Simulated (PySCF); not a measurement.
Several structures and their simulated spectra, in scrambled order.

A. `C=C(C#N)C(=C)C(C)(C)C`
B. `C=Cn1cc(C(C)=O)nn1`
C. `C#CC1=C[C@@H](C(C)C)NC1`
D. SMILES FC1=C(F)OC1

Spectrum 1. $^{1}$H NMR (400 MHz, computed): δ 4.72 (dd, J = 11.3, 5.0 Hz, 2H). $^{13}$C{$^{1}$H} NMR (computed): δ 145.9 (C, dd, J = 425.2, 2.1 Hz), 119.1 (C, dd, J = 387.0, 5.0 Hz), 68.1 (CH2, dd, J = 12.6, 8.2 Hz).

Spectrum 2. $^{1}$H NMR (400 MHz, computed): δ 6.27 (d, 1H), 4.36 (m, 1H), 4.24 (m, 1H), 4.18 (m, 1H), 2.78 (s, 1H), 1.45 (m, 1H), 0.97 (d, 3H), 0.93 (d, 3H), 0.86 (br s, 1H). $^{13}$C{$^{1}$H} NMR (computed): δ 151.7 (CH), 128.3 (C), 90.8 (CH), 82.6 (C), 77.5 (CH), 64.2 (CH2), 38.4 (CH), 22.4 (CH3), 16.0 (CH3).

Spectrum 3. $^{1}$H NMR (400 MHz, computed): δ 6.30 (m, 1H), 6.16 (m, 1H), 5.51 (br s, 1H), 5.31 (br s, 1H), 1.35 (s, 9H). $^{13}$C{$^{1}$H} NMR (computed): δ 167.0 (C), 141.1 (CH2), 135.1 (C), 124.6 (C), 121.2 (CH2), 37.2 (C), 32.0 (CH3).

Spectrum 4. $^{1}$H NMR (400 MHz, computed): δ 7.94 (s, 1H), 7.27 (m, 1H), 7.11 (m, 1H), 5.58 (m, 1H), 2.88 (s, 3H). $^{13}$C{$^{1}$H} NMR (computed): δ 197.5 (C), 153.0 (C), 134.6 (CH), 132.1 (CH), 114.5 (CH2), 31.0 (CH3).

Theoretical values (PySCF 2.14): couplings computed with B3LYP/pcJ-1, σ from GIAO-PBE0/pcSseg-1, geometry: GFN2-xTB. Non-relativistic, single conformer, rapidly exchanging positions averaged, isolated molecule.

Shifts are taken against calculated references (same method and geometry level): $^{1}$H (σref 31.72), $^{13}$C (σref 186.93) vs TMS. Multiplet labels drop J under 1 Hz and among equivalent protons, and merge close values. Unscaled 3J(H,H) run several per cent high. Where no couplings were computed, multiplicities follow the n + 1 count of equivalent neighbours, and m marks all less simple cases (inequivalent or close neighbours, rings, F or P nearby). One-bond C–F couplings are unscaled and too large by tens of Hz. Shifts are as computed. Against solution values, carbons near 30 ppm lie about +3 ppm off and those near 130 ppm about +5 ppm. Of 1211 compounds with measured shifts, 218 miss one by over three times the rms of a fit or turn the order of signals round; such compounds aren't used in these exercises. OH and NH positions are gas-phase values without hydrogen bonding to other molecules.

Task: Match each spectrum to its structure.

Result: 1–D, 2–C, 3–A, 4–B.

- Spectrum 1 (D): 3 $^{13}$C signals; δC 145.9 is an alkene carbon bearing oxygen; δC 68.1 is an allylic sp3 CH2 bonded to O.
- Spectrum 2 (C): 9 $^{13}$C signals; δC 151.7 is an alkene CH; δC 128.3 is a fully substituted alkene carbon.
- Spectrum 3 (A): 7 $^{13}$C signals; δC 141.1 is a terminal =CH2 carbon; δC 135.1 is a fully substituted alkene carbon.
- Spectrum 4 (B): 6 $^{13}$C signals; δC 197.5 is a ketone carbonyl carbon; δC 134.6 is an alkene CH.
